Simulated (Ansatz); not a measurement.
A CCSD(T) single point on C₂H₆SiTe (`C=C[Te][SiH3]`).

```yaml
crystal:
  periodic: [false, false, false]
  atoms:
    - {symbol: C, position_ang: [-0.768044, 1.664061, -1.454084]}
    - {symbol: C, position_ang: [0.107187, 0.939399, -0.774478]}
    - {symbol: Te, position_ang: [0.166776, 0.875550, 1.328073]}
    - {symbol: Si, position_ang: [0.438177, -1.598569, 1.401008]}
    - {symbol: H, position_ang: [-0.715039, 1.720452, -2.537538]}
    - {symbol: H, position_ang: [-1.560586, 2.224546, -0.970587]}
    - {symbol: H, position_ang: [0.892025, 0.383187, -1.276925]}
    - {symbol: H, position_ang: [-0.807291, -2.310725, 1.017400]}
    - {symbol: H, position_ang: [1.527011, -2.001416, 0.472925]}
    - {symbol: H, position_ang: [0.802884, -1.947786, 2.797108]}
basis:
  gaussian: {orbitals: def2-TZVPP}
correlation: {method: ccsd_t}
output: {orbitals: {seedname: orbitals}}
```

```sh
$ ansatz run in.yaml --threads 4 --pin off --events-out ev --progress --plain
```

Log, shortened:

```
Functional definition: HF
1555 factors; integrals over basis functions are off by at most 1.1e-3 eV
mean field evaluation 1: about -17281.3204 eV, gradient 2.8e1 eV
mean field evaluation 2: about -17281.5844 eV, gradient 2.8e1 eV
mean field evaluation 4: about -17284.1880 eV, gradient 4.0e0 eV
mean field evaluation 8: about -17284.2534 eV, gradient 3.3e-1 eV
mean field evaluation 16: about -17284.2543 eV, gradient 1.2e-6 eV
mean field -17284.25433312 eV, -635.1846310539 hartree, gradient 1.2e-6 eV, S^2 0.000000; 0 other end points of the search recorded, 0 dependent functions left out
11 core orbitals not correlated: weight in the atoms' cores, before any rotation towards them, 1.000 or more for the frozen orbitals, at most 0.000 for the correlated occupied ones
reference -17284.25433312 eV, -635.1846310539 hartree; 17, 17 occupied and 210, 210 virtual orbitals, 1555 factors
second order -25.03965653 eV of doubles, -0.00000000 eV of singles
cycle   1  -24.63036567 eV  change    4.1e-1 eV  update   1.1e-1
cycle   2  -25.34122211 eV  change   -7.1e-1 eV  update   3.4e-2
cycle   3  -25.44384476 eV  change   -1.0e-1 eV  update   1.6e-2
cycle   4  -25.42664108 eV  change    1.7e-2 eV  update   4.3e-3
cycle   5  -25.42863199 eV  change   -2.0e-3 eV  update   2.1e-3
cycle   6  -25.42991105 eV  change   -1.3e-3 eV  update   5.4e-4
cycle   7  -25.42952170 eV  change    3.9e-4 eV  update   2.6e-4
cycle   8  -25.42945723 eV  change    6.4e-5 eV  update   1.0e-4
cycle   9  -25.42951456 eV  change   -5.7e-5 eV  update   4.4e-5
cycle  10  -25.42948695 eV  change    2.8e-5 eV  update   1.4e-5
perturbative correction -0.90559383 eV, -0.0332799595 hartree
Total energy: -17310.58941391 eV, -636.1524274222 hartree
```

It took 62 s on 4 threads of a server CPU on a shared host, with 4.8 GiB of host memory at the peak.

Correlation energy per correlated electron: -0.775 eV. T1 diagnostic: 0.0115.
